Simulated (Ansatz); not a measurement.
isotetrasilane (H10Si4), singlet, at a GFN2-xTB geometry; Ansatz (an electronic-structure program) with PBE/STO-3G.

Here is a job for Ansatz.
Ansatz 0.2 input:
```yaml
crystal:
  periodic: [false, false, false]
  atoms:
    - {symbol: Si, position_ang: [-0.01394313, 2.09614472, -0.79913652]}
    - {symbol: Si, position_ang: [0.04558500, 0.14517732, 0.46898895]}
    - {symbol: Si, position_ang: [1.91744944, -1.16426879, 0.02240857]}
    - {symbol: Si, position_ang: [-1.94350764, -1.05927062, 0.36518505]}
    - {symbol: H, position_ang: [1.20137455, 2.90488590, -0.67825699]}
    - {symbol: H, position_ang: [-0.16176468, 1.78520261, -2.22362805]}
    - {symbol: H, position_ang: [-1.12917524, 2.98053605, -0.45309522]}
    - {symbol: H, position_ang: [0.18280575, 0.58219256, 1.88074744]}
    - {symbol: H, position_ang: [3.18280585, -0.44523778, 0.18824825]}
    - {symbol: H, position_ang: [1.89596136, -1.64599453, -1.36149566]}
    - {symbol: H, position_ang: [2.00972012, -2.35449961, 0.87123596]}
    - {symbol: H, position_ang: [-1.95871071, -2.23300110, 1.24140469]}
    - {symbol: H, position_ang: [-3.12199303, -0.26661890, 0.72371910]}
    - {symbol: H, position_ang: [-2.17919530, -1.55642221, -0.99312418]}
basis:
  gaussian:
    orbitals: STO-3G
hamiltonian:
  xc: pbe
```

The log (banner, timings and long lists left out):

```
Functional definition: PBE
522 factors; integrals over basis functions are off by at most 3.7e-5 eV
mean field evaluation 1: about -31288.2983 eV, gradient 2.7e1 eV
mean field evaluation 2: about -31288.2742 eV, gradient 2.5e1 eV
mean field evaluation 4: about -31290.7706 eV, gradient 9.0e-1 eV
mean field evaluation 8: about -31290.7002 eV, gradient 2.7e-3 eV
mean field -31290.70017514 eV, -1149.9120218380 hartree, gradient 3.2e-5 eV, S^2 0.000000; 0 other end points of the search recorded, 0 dependent functions left out
reference -31290.70020212 eV, -1149.9120228294 hartree; 33, 33 occupied and 13, 13 virtual orbitals, 522 factors
Total energy: -31290.70020212 eV, -1149.9120228294 hartree
```
